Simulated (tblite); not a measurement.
A tight-binding relaxation on `CCC(C)(C)C(=O)Br`.

Computed with GFN2-xTB geometry optimisation, gas phase (tblite 0.8.0). Start geometry: from a force field or distance geometry. A driver script takes a list of jobs; this job's settings line and coordinates (Å) are shown.

Command:
```bash
OMP_NUM_THREADS=1 python probes_run.py task.json out
```

Input:
```
{"job": {"kind": "relax", "xc": "GFN2-xTB", "basis": "xTB"}, "charge": 0, "multiplicity": 1}
C      1.907900     0.386400    -0.407800
C      0.445500     0.641200    -0.804600
C     -0.443100    -0.085000     0.191100
C     -0.097100    -1.538200     0.076900
C     -1.859000     0.123900    -0.272700
C     -0.169000     0.490700     1.528300
O      0.247600    -0.261000     2.418700
Br    -0.409200     2.372100     1.909900
H      2.313800    -0.426000    -1.024600
H      2.457800     1.337200    -0.587400
H      2.001900     0.141000     0.658400
H      0.214200     0.173100    -1.793000
H      0.195500     1.713300    -0.747100
H     -0.707100    -2.110900     0.788500
H      0.998800    -1.713300     0.214100
H     -0.327600    -1.873600    -0.946400
H     -2.237500    -0.676500    -0.949500
H     -1.984000     1.083500    -0.845400
H     -2.559100     0.231300     0.584900
```

Output:
```
step      E/eV     max force
  0    -723.46953    4.522
  1    -723.66426    5.823
  2    -723.85804    1.072
  3    -723.91206    0.835
  4    -723.99790    0.427
  5    -724.02444    0.398
  6    -724.06041    0.509
  7    -724.07636    0.363
  8    -724.09034    0.222
  9    -724.10067    0.344
... (79 lines left out)
 89    -724.27529    0.021
 90    -724.27535    0.015
 91    -724.27539    0.012
 92    -724.27542    0.013
 93    -724.27545    0.014
 94    -724.27548    0.014
 95    -724.27550    0.014
 96    -724.27553    0.014
 97    -724.27554    0.012
 98    -724.27556    0.009
```

«max force» is the largest atomic force in eV/Å.

Main results: energy lowered by 18.6 kcal/mol over 98 steps; largest atomic force 0.009 eV/Å at the end.

**Question.** Give the final coordinates.

**Answer.** 0.365 Å rms from the input after alignment:
```
atom  x, y, z in Å
C1     1.9847    0.5059   -0.4901
C2     0.5036    0.6383   -0.8271
C3    -0.4267   -0.1158    0.1412
C4    -0.1797   -1.6277    0.0966
C5    -1.8894    0.1768   -0.2218
C6    -0.1869    0.3342    1.5548
O7     0.1012   -0.3017    2.5050
Br8   -0.4329    2.2835    1.8185
H9     2.3253   -0.5212   -0.5911
H10    2.5693    1.1234   -1.1676
H11    2.1844    0.8385    0.5266
H12    0.3223    0.2549   -1.8332
H13    0.2331    1.6958   -0.8248
H14   -0.9225   -2.1487    0.6965
H15    0.8016   -1.8741    0.4924
H16   -0.2471   -1.9825   -0.9284
H17   -2.0963   -0.2128   -1.2154
H18   -2.0893    1.2454   -0.2235
H19   -2.5646   -0.3033    0.4839
```
Labels such as C1 count atoms from 1, the log's own numbers from 0.
